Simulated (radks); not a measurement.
The numbers below are computed, except where a source is named.
The selenium anion Se2-, [Kr], held by a Watson sphere: a shell of charge +1.27 at radius R that stands for the Madelung well of a crystal (potential energy -1.27/R inside, -1.27/r outside, in hartree with lengths in bohr). Code: a radial shooting solver on a logarithmic mesh with Libxc functionals. Model: scalar-relativistic Kohn-Sham, LDA (Slater exchange, Perdew-Wang correlation), spin-polarised, spherical densities, point nucleus.

| R (bohr) | e(3d) (eV) | e(4s) (eV) | e(4p) (eV) | <r> 4p (bohr) | sum of <r^2> (bohr^2) | X-ray form factor at sin(theta)/lambda = 0.1 1/angstrom |
|---|---|---|---|---|---|---|
| 2.29 | -46.138 | -12.091 | -1.923 | 2.459 | 60.10 | 32.468 |
| 2.54 | -46.044 | -11.788 | -1.772 | 2.514 | 62.35 | 32.382 |
| 3 | -45.966 | -11.324 | -1.463 | 2.612 | 66.55 | 32.240 |
| 3.3 | -45.921 | -11.075 | -1.256 | 2.671 | 69.27 | 32.160 |
| 3.32 | -45.918 | -11.059 | -1.243 | 2.675 | 69.45 | 32.155 |
| 3.61 | -45.865 | -10.853 | -1.049 | 2.729 | 72.07 | 32.087 |
| 3.9 | -45.804 | -10.672 | -0.865 | 2.780 | 74.68 | 32.027 |
| 5.32 | -45.479 | -10.053 | -0.150 | 2.998 | 87.97 | 31.834 |
